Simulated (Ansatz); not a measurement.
`C[SiH](O)S` + HBr → `C[SiH](O)Br` + H₂S at 500 K and 1 bar (ligand exchange at the Si–S bond).

Program: Ansatz. Geometries: PBE0-D4/def2-TZVP. ΔE: electronic, gas phase. CCSD(T)/CBS adds triple-zeta CCSD(T) − MP2 to the extrapolated MP2 energy (def2 sets, frozen cores). This one scheme is used for every species. For Br outer-core shells are correlated without core-valence functions, which leaves a few kJ/mol of doubt a bond. Scalar relativity is left out up to krypton. One conformer a species, not always the lowest.

```json
{"species": "`C[SiH](O)S`", "CCSD(T)/CBS energy (Eh)": "-803.78841", "H − E (kJ/mol)": "229.0", "S (J/(mol·K))": "400.1"}
{"species": "HBr", "CCSD(T)/CBS energy (Eh)": "-2573.91920", "H − E (kJ/mol)": "30.5", "S (J/(mol·K))": "213.7"}
{"species": "`C[SiH](O)Br`", "CCSD(T)/CBS energy (Eh)": "-2978.74949", "H − E (kJ/mol)": "202.7", "S (J/(mol·K))": "397.7"}
{"species": "H₂S", "CCSD(T)/CBS energy (Eh)": "-398.97279", "H − E (kJ/mol)": "57.0", "S (J/(mol·K))": "224.0"}
```

H − E and S are ideal-gas, rigid-rotor, harmonic terms from PBE0-D4/def2-TZVP, for one conformer and one mirror image of each species. 1 Eh = 2625.50 kJ/mol, R = 8.31446 J/(mol·K).

Question: By hand: ΔE, ΔH, ΔS and ΔG.

Answer: ΔE = (-2978.74949) + (-398.97279) − (-803.78841) − (-2573.91920) = -0.01467 Eh = -38.5 kJ/mol. Δ(H − E) = 202.7 + 57.0 − 229.0 − 30.5 = 0.2, so ΔH = -38.3 kJ/mol. ΔS = 397.7 + 224.0 − 400.1 − 213.7 = 7.9 J/(mol·K). ΔG = -38.3 − 500 × (7.9)/1000 = -42.2 kJ/mol.

Question: By hand: the equilibrium constant, and the temperature at which ΔG would vanish if ΔH and ΔS stayed fixed.

Answer: log₁₀ K = −ΔG/(RT ln 10) = 4.4. ΔH and −TΔS have one sign here, so there is no such temperature.

The number of gas molecules stays the same, so ΔS is small and ΔH decides. A doubt of 5 kJ/mol in ΔE shifts log₁₀ K by 0.5 here. Other conformers and mirror images would add mixing entropy, several J/(mol·K) or more a flexible species. These are equilibria of isolated gas molecules and say nothing of rates. Largest T1 diagnostic: 0.011 (customary marks: 0.02 for closed shells, 0.045 for open ones).

ΔS is within the doubt of such terms, so its sign, and with it that verdict, could turn.
